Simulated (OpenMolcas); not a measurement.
## Rh2+: moving or changing the point charges

Rh2+ among 6 point charges of -1.5 e arranged as a tetragonal octahedron (D4h), 2.07 Å from the ion, with the axial distance 2.173 Å.

* Program: OpenMolcas
* Method: SS-CASPT2, IPEA 0.25 Eh, imaginary shift 0.1 Eh (closed shells correlated: 4s 4p)
* Basis: ANO-RCC-VDZP [6s5p3d1f]
* Scalar Hamiltonian: DKH2, point nucleus
* Active space: 7 electrons in 5 orbitals (4d)
* State averaging: 2S+1 = 4 even, 10 roots; 2S+1 = 2 even, 40 roots
* Spin-orbit coupling: RASSI with atomic mean-field integrals over the reference wave functions

Runs around this geometry, states (labels of D4, the rotations of D4h). Energies in cm-1 above the lowest state or level, χT in cm3 K/mol.

| R (Å) | q (e) | Axial / equatorial distance | Ground state | First state of that spin | First gap with spin-orbit (degeneracies) | χT at 300 K | First state of another spin |
| --- | --- | --- | --- | --- | --- | --- | --- |
| 2.07 | -1.5 | 0.97 | 4E | 4A2 510 | 680 (2, 2) | 3.393 | 2B1 8660 |
| 2.07 | -0.98 | 1.05 | 4A2 | 4E 440 | 590 (2, 2) | 3.730 | 2A1 11320 |
| 2.07 | -1.5 | 1.05 | 4A2 | 4E 840 | 580 (2, 2) | 3.463 | 2A1 9040 |
| 2.17 | -1.5 | 1.05 | 4A2 | 4E 520 | 610 (2, 2) | 3.581 | 2A1 10280 |

Taking the first state of the same spin as R^-n, n = -ln(520 / 840) / ln(2.17 / 2.07) = 10.2 between the shortest and longest distance.

Scaling the charges by -0.98 / -1.5 = 0.65 scales the first state of the same spin by 440 / 840 = 0.52; with fixed orbitals a first-order splitting would follow the charge.

The ground state changes within this set.

Point charges give a weaker field than real ligands, and real ions of this kind are as a rule low spin; the high spin found here belongs to the model. Free-ion shares, where given, are those of the reference states; single-state CASPT2 does not remix them. Spin-orbit coupling mixes the spin-free states strongly: the lowest level takes only 48 % from its leading state, 4A2 (figures for R = 2.07, q = -0.98, ratio = 1.05; the like holds for R = 2.07, q = -1.5, ratio = 1.05, R = 2.17, q = -1.5, ratio = 1.05). An orbital doublet at a regular site is open to a Jahn-Teller distortion, which this geometry leaves out (holds for R = 2.07, q = -1.5, ratio = 0.97). This shell can be high or low spin here, a state of another spin lies low, and with metal d orbitals alone active their balance is uncertain, so the ground spin may be wrong (holds for R = 2.07, q = -1.5, ratio = 0.97). Point charges carry no covalency, so the field is a model and not that of real ligands. No measured value stands beside these numbers.
